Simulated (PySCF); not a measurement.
**Excitation energy of Ar²⁺ by level of theory**

Ar²⁺ [Ne] 3s2 3p4 (3P) → Ar²⁺ [Ne] 3s2 3p3 3d1 (5D), as a difference of total energies. All numbers are calculated (PySCF 2.14, no relativity, point nucleus, in aug-cc-pwCVDZ (6s5p3d, 36 functions)). Correlated levels: valence: [Ne] frozen. The calculations carry no spin-orbit coupling.

```
           method  excitation energy (eV)
              UHF                  17.896
    MP2 (valence)                  18.655
SCS-MP2 (valence)                  18.662
   CCSD (valence)                  18.663
CCSD(T) (valence)                  18.682
```

**Question.** How much does correlation contribute at CCSD(T) (valence)?

**Answer.** 18.682 − (17.896) = 0.786 eV, measured against UHF.

A first-order spin-orbit estimate (lowest level to lowest level, LS coupling) adds 0.057 eV.

The promoted electron is Rydberg-like, and one or two diffuse shells describe it only roughly, which tends to raise the upper state.
